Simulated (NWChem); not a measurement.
System: CH6FNSi; SMILES NC[SiH2]F

Here is an NWChem input.

```
start job
memory heap 200 mb stack 900 mb global 1100 mb
geometry units angstroms noautosym nocenter noautoz
  N      0.081269     2.144085     0.000000
  C     -0.711694     0.915906     0.000000
  Si     0.412327    -0.590911     0.000000
  F     -0.405732    -2.002267     0.000000
  H      0.683687     2.202594     0.818846
  H      0.683687     2.202594    -0.818846
  H     -1.381554     0.912954    -0.876185
  H     -1.381554     0.912954     0.876185
  H      1.275403    -0.559434     1.218318
  H      1.275403    -0.559434    -1.218318
end
basis spherical
  * library def2-svp
end
dft
  xc m05-2x
  iterations 150
end
cosmo
  do_cosmo_smd true
  solvent methanol
end
task dft energy
```

Output (shortened):

```
             Northwest Computational Chemistry Package (NWChem) 7.3.0
             --------------------------------------------------------

                             Geometry "geometry" -> ""
                             -------------------------

 Output coordinates in angstroms (scale by  1.889725989 to convert to a.u.)

  No.       Tag          Charge          X              Y              Z
 ---- ---------------- ---------- -------------- -------------- --------------
    1 N                    7.0000     0.08126900     2.14408500     0.00000000
    2 C                    6.0000    -0.71169400     0.91590600     0.00000000
    3 Si                  14.0000     0.41232700    -0.59091100     0.00000000
    4 F                    9.0000    -0.40573200    -2.00226700     0.00000000
    5 H                    1.0000     0.68368700     2.20259400     0.81884600
    6 H                    1.0000     0.68368700     2.20259400    -0.81884600
    7 H                    1.0000    -1.38155400     0.91295400    -0.87618500
    8 H                    1.0000    -1.38155400     0.91295400     0.87618500
    9 H                    1.0000     1.27540300    -0.55943400     1.21831800
   10 H                    1.0000     1.27540300    -0.55943400    -1.21831800

 Effective nuclear repulsion energy (a.u.)     173.2786441966

                                 NWChem DFT Module
                                 -----------------

 Summary of "ao basis" -> "ao basis" (spherical)
 ------------------------------------------------------------------------------
       Tag                 Description            Shells   Functions and Types
 ---------------- ------------------------------  ------  ---------------------
 N                          def2-svp                 6       14   3s2p1d
 C                          def2-svp                 6       14   3s2p1d
 Si                         def2-svp                 8       18   4s3p1d
 F                          def2-svp                 6       14   3s2p1d
 H                          def2-svp                 3        5   2s1p

 in cosmo_initialize ...
 calling solv_data for solv:methanol

 solvent parameters
 solvname_short: methanol
 solvname_long:  methanol
 dielec:       32.6130
 dielecinf:     1.7657
 nonaqueous SMD model solvent descriptors
 dielec:       32.6130
 sola:          0.4300
 solb:          0.4700
 solc:          0.0000
 solg:         31.7700
 solh:          0.0000
 soln:          1.3288

          ---------------
          -cosmo- solvent
          ---------------
 Cosmo: York-Karplus, doi: 10.1021/jp992097l
 dielectric constant -eps-     =  32.61
 screen = (eps-1)/(eps    )    =   0.96934
 surface charge correction     = lagrangian

   van der Waals surface
 --------------------------

[...]

                                COSMO-SMD solvation results
                                ---------------------------

             internal energy in gas <Psi(g)|H|Psi(g)> =      -485.565168128100
         internal energy in solvent <Psi(s)|H|Psi(s)> =      -485.564183253839
                               delta internal energy  =         0.000984874262 (    0.62 kcal/mol)
   total free energy in solvent <Psi(s)|H+V/2|Psi(s)> =      -485.574823607937
 polarization energy contribution <Psi(s)|V/2|Psi(s)> =        -0.010640354098 (   -6.68 kcal/mol)
    total free energy in solvent including G(SMD-CDS) =      -485.573747861578
                       G(SMD-CDS) energy contribution =         0.001075746359 (    0.68 kcal/mol)
     1 M fixed-concentration free energy of solvation =        -0.008579733478 (   -5.38 kcal/mol)

                       DFT Final Molecular Orbital Analysis
                       ------------------------------------

 Vector   19  Occ=2.000000D+00  E=-4.208390D-01
              MO Center=  1.9D-01,  4.5D-01, -1.0D-08, r^2= 3.4D+00
   Bfn.  Coefficient  Atom+Function         Bfn.  Coefficient  Atom+Function
  ----- ------------  ---------------      ----- ------------  ---------------
    18      0.233607   2 C  px               36     -0.198160   3 Si px
     4     -0.195863   1 N  px               19     -0.191580   2 C  py
    50     -0.188576   4 F  px                5      0.185706   1 N  py
    81     -0.182936   9 H  s                86     -0.182936  10 H  s
     8     -0.143931   1 N  py                7      0.139010   1 N  px

 Vector   20  Occ=2.000000D+00  E=-3.904503D-01
              MO Center=  7.7D-01, -4.8D-01,  1.3D-08, r^2= 2.9D+00
   Bfn.  Coefficient  Atom+Function         Bfn.  Coefficient  Atom+Function
  ----- ------------  ---------------      ----- ------------  ---------------
    81      0.307899   9 H  s                86     -0.307899  10 H  s
    38      0.264841   3 Si pz               82      0.227416   9 H  s
    87     -0.227416  10 H  s                52      0.189392   4 F  pz
    20     -0.150821   2 C  pz               55     -0.144389   4 F  pz
    35     -0.142213   3 Si pz               71      0.122182   7 H  s

 Vector   21  Occ=2.000000D+00  E=-2.906511D-01
              MO Center= -1.2D-01,  1.6D+00,  7.7D-10, r^2= 2.3D+00
   Bfn.  Coefficient  Atom+Function         Bfn.  Coefficient  Atom+Function
  ----- ------------  ---------------      ----- ------------  ---------------
     5      0.369377   1 N  py                8     -0.362294   1 N  py
     4     -0.295416   1 N  px                7      0.243074   1 N  px
    31     -0.221665   3 Si s                17     -0.208291   2 C  s
    19      0.207461   2 C  py               18     -0.150647   2 C  px
    21     -0.148130   2 C  px               36      0.143689   3 Si px

 Vector   22  Occ=0.000000D+00  E= 6.767422D-02
              MO Center=  5.6D-01, -1.1D-01,  3.7D-10, r^2= 4.3D+00
   Bfn.  Coefficient  Atom+Function         Bfn.  Coefficient  Atom+Function
  ----- ------------  ---------------      ----- ------------  ---------------
    40      0.948805   3 Si py                3     -0.580416   1 N  s
    49      0.444838   4 F  s                62      0.316046   5 H  s
    67      0.316046   6 H  s                39      0.309018   3 Si px
    17     -0.285525   2 C  s                22      0.265143   2 C  py
    37      0.195479   3 Si py                8      0.157315   1 N  py

 Vector   23  Occ=0.000000D+00  E= 1.029370D-01
              MO Center= -8.8D-02, -2.1D-02, -2.6D-09, r^2= 5.4D+00
   Bfn.  Coefficient  Atom+Function         Bfn.  Coefficient  Atom+Function
  ----- ------------  ---------------      ----- ------------  ---------------
    17      1.588814   2 C  s                39      1.194882   3 Si px
    72     -0.661981   7 H  s                77     -0.661981   8 H  s
    82     -0.552225   9 H  s                87     -0.552225  10 H  s
     3      0.487002   1 N  s                22     -0.392710   2 C  py
    62     -0.309741   5 H  s                67     -0.309741   6 H  s

 Vector   24  Occ=0.000000D+00  E= 1.424804D-01
              MO Center=  2.6D-01, -3.1D-01, -1.7D-08, r^2= 4.4D+00
   Bfn.  Coefficient  Atom+Function         Bfn.  Coefficient  Atom+Function
  ----- ------------  ---------------      ----- ------------  ---------------
    41      1.505141   3 Si pz               82     -1.129113   9 H  s
    87      1.129113  10 H  s                72      0.509594   7 H  s
    77     -0.509594   8 H  s                38      0.283562   3 Si pz
    23      0.241365   2 C  pz               55     -0.192682   4 F  pz
    62     -0.156918   5 H  s                67      0.156918   6 H  s

     Multipole analysis of the density
     ---------------------------------

     L   x y z        total         alpha         beta         nuclear
     -   - - -        -----         -----         ----         -------
     0   0 0 0     -0.000000    -21.000000    -21.000000     42.000000

     1   1 0 0      0.480248      0.641898      0.641898     -0.803547
     1   0 1 0      0.506618      0.892885      0.892885     -1.279152
     1   0 0 1     -0.000000     -0.000000     -0.000000      0.000000

     2   2 0 0    -23.054194    -38.225415    -38.225415     53.396635
     2   1 1 0      1.533404      0.282447      0.282447      0.968511
     2   1 0 1     -0.000000     -0.000000     -0.000000      0.000000
     2   0 2 0    -29.948113   -175.991327   -175.991327    322.034542
     2   0 1 1      0.000000      0.000000      0.000000      0.000000
     2   0 0 2    -22.405152    -21.639039    -21.639039     20.872926
```

Level: M05-2X/def2-SVP, SMD on the gas-phase geometry. Coordinates come from a PBE0/def2-SVP optimisation. Solvent: methanol.
